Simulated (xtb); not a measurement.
Ti(F)3(NH2) (F₃H₂NTi), SMILES [NH2][Ti]([F])([F])[F], multiplicity 1. All values are semi-empirical tight-binding results from xtb (GFN2-xTB unless named), good for trends rather than for accurate numbers. Geometry optimised at GFN2-xTB. The multiplicity is an assumed one; no other spin state was optimised. The structure was generated by enumeration; whether it is a known compound was not checked. The values are those of a single conformer.

Optimised geometry:

Bond lengths (Å): Ti1–F2 1.711, Ti1–F3 1.710, Ti1–F4 1.713, Ti1–N5 1.825, N5–H6 1.020, N5–H7 1.020. Bond angles (°): F2–Ti1–F3 114.1, F2–Ti1–F4 110.6, F2–Ti1–N5 106.4, F3–Ti1–F4 111.9, F3–Ti1–N5 105.6, F4–Ti1–N5 107.6, Ti1–N5–H6 125.6, Ti1–N5–H7 125.2, H6–N5–H7 109.2.

A frequency run showed that this geometry is not a minimum.

For metal compounds this method's bond lengths and energies can be far off.

Computed properties:
The orbital gap comes out as 3.15 eV.

Q: Give the atomic charges and the Wiberg bond orders between heavy atoms. (The exact figures need the calculation; the answer reports its results.)

A: charges (e) Ti1 1.25, F2 -0.39, F3 -0.39, F4 -0.40, N5 -0.48, H6 0.21, H7 0.21. Bond orders Ti1–F2 0.96, Ti1–F3 0.97, Ti1–F4 0.95, Ti1–N5 1.25.
